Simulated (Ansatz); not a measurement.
Consider the isomerisation: `C1N[SiH2]O1` → `N=C[SiH2]O`.

Program: Ansatz. Geometries: PBE0-D4/def2-TZVP. ΔE: electronic, gas phase. CCSD(T)/CBS adds triple-zeta CCSD(T) − MP2 to the extrapolated MP2 energy (def2 sets, frozen cores). Functionals use def2-TZVPP. One conformer a species, not always the lowest.

| level | ΔE (kcal/mol) |
| --- | --- |
| PBE0-D4 | 3.0 |
| CAM-B3LYP | 0.8 |
| HF/def2-SVP | -0.1 |
| MP2/CBS(def2) | 1.9 |

Task: What does CCSD(T)/CBS give? (Best estimate.)

Result: Computed: -0.1 kcal/mol. The listed levels differ from it by 3.1, 0.9, 0.0, 2.0 kcal/mol.

Largest T1 diagnostic among the species: 0.012.

From PBE to PBE0 (25 % exact exchange), in def2-TZVPP and without D4, ΔE moves by +2.9 kcal/mol. At CCSD(T), def2-SVP lies −2.6 kcal/mol from the extrapolated value and def2-TZVPP −0.2 kcal/mol.
